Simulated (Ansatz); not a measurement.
Breaking a bond: GeB (cation, charge +1), lowest triplet found (which spin is the ground state isn't settled by this scan).

Levels: UKS-PBE = unrestricted PBE/aug-cc-pVDZ (Ansatz, a program for electronic structure); UKS-CAM-B3LYP = unrestricted CAM-B3LYP/aug-cc-pVDZ run with Ansatz; FCI = full CI/aug-cc-pVDZ, cores with 3d frozen in Ansatz.

Energies relative to the lowest point of each curve between 2.07 and 2.55 Å, where full CI is lowest, in kJ/mol; the last columns give the error against full CI:

```tsv
R / Å	UKS-PBE	UKS-CAM-B3LYP	FCI	UKS-PBE − FCI	UKS-CAM-B3LYP − FCI
2.07	8.9	4.6	12.0	-3.1	-7.4
2.14	2.5	0.0	3.7	-1.2	-3.7
2.22	0.0	0.0	0.0	0.0	0.0
2.29	1.4	3.2	0.2	1.2	2.9
2.44	11.4	15.3	7.4	4.1	7.9
2.55	22.1	26.1	15.7	6.4	10.4
2.78	46.7	49.0	35.9	10.8	13.2
3.00	68.9	68.9	55.5	13.5	13.4
3.29	93.6	91.6	79.7	13.9	11.9
3.59	113.2	111.2	102.2	10.9	9.0
4.02	132.2	133.5	129.9	2.3	3.7
4.48	143.5	151.0	153.1	-9.7	-2.1
5.07	149.5	165.6	173.6	-24.1	-8.0
5.98	149.4	176.1	188.6	-39.1	-12.4
6.92	145.0	179.4	193.5	-48.4	-14.1
```

UKS-PBE is furthest from FCI at 6.92 (-48.4 kJ/mol, below); its mean absolute error over the points is 12.6 kJ/mol.

UKS-CAM-B3LYP is furthest from FCI at 6.92 (-14.1 kJ/mol, below); its mean absolute error over the points is 8.0 kJ/mol.

The scan ran from 1.47 to 6.92 Å; beyond the distances shown full CI changes its symmetry label.
